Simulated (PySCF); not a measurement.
Electronic structure of Se⁺ (selenium, charge +1) at the wB97X-V level

Configuration: [Ar] 3d10 4s1 4p3 5s1, high-spin 6S determinant (an excited configuration). All numbers are calculated (PySCF 2.14, a scalar-relativistic core potential, in aug-cc-pVQZ-PP with one added diffuse shell each of s, p, d, f, g type with ECP10MDF (8s7p6d4f3g, 114 functions)).

```
Total energy                : -371.9862 hartree
One-electron energy         : -640.6830 hartree
Hartree (Coulomb) energy    : 297.1934 hartree
Exchange-correlation energy : -28.4966 hartree
⟨S²⟩                        : 8.7508
⟨L²⟩                        : 0.000
Sum of ⟨r⟩                  : 23.07 bohr
Sum of ⟨r²⟩                 : 47.43 bohr²
Time after the integrals    : of the order of 12 core-seconds
```

```tsv
shell	electrons	mean orbital energy (hartree)	rms radius, mean of both spins (bohr)
3s α	1	-8.50577	0.619
3s β	1	-8.48376	0.619
3p α	3	-6.59968	0.641
3p β	3	-6.57920	0.641
3d α	5	-2.87301	0.689
3d β	5	-2.84937	0.689
4s α	1	-1.42583	1.81
4p α	3	-0.92196	2.12
5s α	1	-0.34564	4.76
```

Energies and moments cover only the electrons outside the core potential. The outer electron is Rydberg-like, and this basis confines it to a smaller radius and binds it less than a complete one would.
